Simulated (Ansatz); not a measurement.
Reaction (ligand exchange at the Si–O bond): `F[Si]O[SiH3]` + CH₃OH → `CO[Si]F` + `O[SiH3]`

Calculated with Ansatz (gas phase, PBE0-D4/def2-TZVP geometries, no zero-point term in ΔE). CBS: MP2 limit from def2 TZ/QZ plus the TZ coupled-cluster correction, frozen cores. This one scheme is used for every species. DFT in def2-TZVPP. HSE06 is defined as in plane-wave codes. One conformer a species, not always the lowest.

Is it downhill or uphill in electronic energy at CCSD(T)/CBS, and by how much? (Estimate.)

Computed: Uphill: ΔE = +8.9 kJ/mol.

What do these levels give: revPBE-D4, HSE06, RPA@PBE/def2-TZVPP, CCSD(T)/def2-TZVPP, MP2/CBS(def2), CCSD/CBS(def2)? (Best estimate.)

Ansatz gave: revPBE-D4 5.6, HSE06 7.0, RPA@PBE/def2-TZVPP 9.3, CCSD(T)/def2-TZVPP 9.0, MP2/CBS(def2) 7.4, CCSD/CBS(def2) 10.2 kJ/mol.

Largest T1 diagnostic among the species: 0.014.

Leaving LDA and LC-ωPBE aside and taking each functional with its dispersion term where it has one, the values, not all of them listed here, spread over 6.7 kJ/mol, from PBE-D4 to BHLYP-D4. LDA lies −3.9 kJ/mol from PBE without D4. In def2-TZVPP, CCSD(T) changes the Hartree–Fock value by −5.3 kJ/mol (the triples alone add −1.3 kJ/mol) and MP2 by −6.9 kJ/mol.
